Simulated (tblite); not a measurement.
Run record: tight-binding relaxation, `C#Cc1cccc2c1N(C)c1ccccc1B2C`.

Computed with GFN2-xTB geometry optimisation, gas phase (tblite 0.8.0). Start geometry: from a force field or distance geometry. The input is one job of a driver script: a line of settings, then coordinates in Å.

Input:
```
{"job": {"kind": "relax", "xc": "GFN2-xTB", "basis": "xTB"}, "charge": 0, "multiplicity": 1}
C      4.036800     2.028700    -0.301100
C      3.328400     1.053100    -0.285300
C      2.537900    -0.136400    -0.238300
C      3.242700    -1.328800    -0.356600
C      2.622700    -2.565400    -0.289300
C      1.254300    -2.571800    -0.137600
C      0.572800    -1.388200    -0.036400
C      1.166800    -0.133100    -0.076700
N      0.429900     1.077800     0.039800
C      1.099800     2.335900    -0.076200
C     -0.990700     1.071100     0.222100
C     -1.752200     2.211100     0.364500
C     -3.137900     2.179600     0.564900
C     -3.784000     0.979900     0.609700
C     -3.072000    -0.155100     0.482200
C     -1.713600    -0.123800     0.304400
B     -0.970900    -1.485000     0.168900
C     -1.800200    -2.753600    -0.322000
H      4.639300     2.904500    -0.312600
H      4.325500    -1.346400    -0.469800
H      3.123400    -3.494600    -0.369100
H      0.761000    -3.530200    -0.091400
H      1.642500     2.703300     0.801800
H      1.553000     2.481400    -1.090200
H      0.288700     3.127600    -0.173900
H     -1.332500     3.197100     0.350200
H     -3.700700     3.110300     0.661200
H     -4.842800     0.925800     0.761300
H     -3.576200    -1.128200     0.522600
H     -2.187500    -3.279600     0.600500
H     -2.633300    -2.441300    -0.993000
H     -1.146200    -3.494100    -0.819400
```

Output:
```
step      E/eV     max force
  0   -1236.78261    3.125
  1   -1237.22320    1.137
  2   -1237.34256    0.859
  3   -1237.43127    1.723
  4   -1237.42990    3.264
  5   -1237.49988    0.404
  6   -1237.52258    0.483
  7   -1237.54779    0.747
  8   -1237.56628    0.482
  9   -1237.59053    0.372
... (109 lines left out)
119   -1237.90904    0.018
120   -1237.90915    0.017
121   -1237.90924    0.013
122   -1237.90930    0.016
123   -1237.90936    0.014
124   -1237.90942    0.012
125   -1237.90948    0.014
126   -1237.90952    0.014
127   -1237.90955    0.011
128   -1237.90958    0.008
```

«max force» is the largest atomic force in eV/Å.

Task: From which step on does the largest force stay under 0.1 eV/Å, and how much energy is left to gain from there?

Result: From step 88 (0.056 eV/Å), 13.6 meV above the end.

Main results: energy lowered by 26.0 kcal/mol over 128 steps; largest atomic force 0.008 eV/Å at the end.

Time: 1.5 s wall, 2.3 s CPU. Hardware: an Arm Neoverse V2 with 2 threads, shared host.
Labels such as C1 count atoms from 1, the log's own numbers from 0.
